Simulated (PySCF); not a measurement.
# Correlation energy of Sr⁺ (strontium, charge +1)

[Kr] 5s1, 2S determinant. Calculation: PySCF 2.14, in x2c-TZVPPall with one added diffuse shell each of s, p, d, f type (9s7p7d3f1g, 95 functions); the spin-free X2C one-electron Hamiltonian (Gaussian nucleus). Frozen: [Ar] 3d10; 9 electrons correlated.

MP2 pair energies summed by pair of shells (mhartree):

```
 pair   energy  share (%)
4p-4p  -131.32       69.5
4s-4p   -31.70       16.8
4p-5s   -18.36        9.7
4s-4s    -6.57        3.5
4s-5s    -1.05        0.6
```

Total MP2 correlation energy: -189.01 mhartree.

Same-spin part -51.42 and opposite-spin part -137.59 mhartree; SCS-MP2 scales them by 1/3 and 6/5 to -182.25 mhartree.

This basis was not built for core-valence correlation, so the inner-shell part is incomplete.
